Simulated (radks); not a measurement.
Excited configurations of the thallium ion Tl2+: one electron is placed in a higher orbital outside [Xe] 4f14 5d10. The ground configuration is [Xe] 4f14 5d10 6s1. All-electron calculation, Dirac Kohn-Sham, LDA (Slater exchange, Perdew-Wang correlation), spin-unpolarised, spherical densities, finite nucleus; open shells fill j = l - 1/2 first; Fermi nuclear charge, rms radius 5.4759 fm. Program: a radial shooting solver on a logarithmic mesh with Libxc functionals. Excitation = E - E(ground); binding = E(ion) - E, where the ion is the core of charge +3; n* = 3/sqrt(2 binding) in atomic units, and the quantum defect is n - n*.

| outer orbital | excitation (eV) | binding (eV) | quantum defect | eigenvalue (eV) | <r> (bohr) |
|---|---|---|---|---|---|
| 5f5/2 | 22.336 | 8.244 | 1.146 | -6.402 | 5.189 |
| 6p1/2 | 8.013 | 22.567 | 3.671 | -18.548 | 2.665 |
| 6d3/2 | 18.630 | 11.950 | 2.799 | -9.719 | 4.310 |
| 6f5/2 | 25.006 | 5.574 | 1.313 | -4.560 | 9.033 |
| 7s1/2 | 17.618 | 12.962 | 3.926 | -11.080 | 4.892 |
| 7p1/2 | 19.909 | 10.671 | 3.613 | -9.067 | 5.647 |
| 7d3/2 | 23.549 | 7.031 | 2.827 | -5.922 | 8.027 |
| 7f5/2 | 26.654 | 3.926 | 1.416 | -3.311 | 13.94 |

The Delta-SCF ionisation energy is 30.580 eV (NIST Atomic Spectra Database: 29.852 eV, measured). Self-interaction in the functional shifts the binding energies and quantum defects, so they are the method's values and not measured ones. Spin polarisation and multiplet splitting are left out, so open shells lie too high by an amount that depends on their filling.

Beside tabulated values, note that spin-unpolarised runs miss the spin-polarisation part of the exchange energy of open shells.
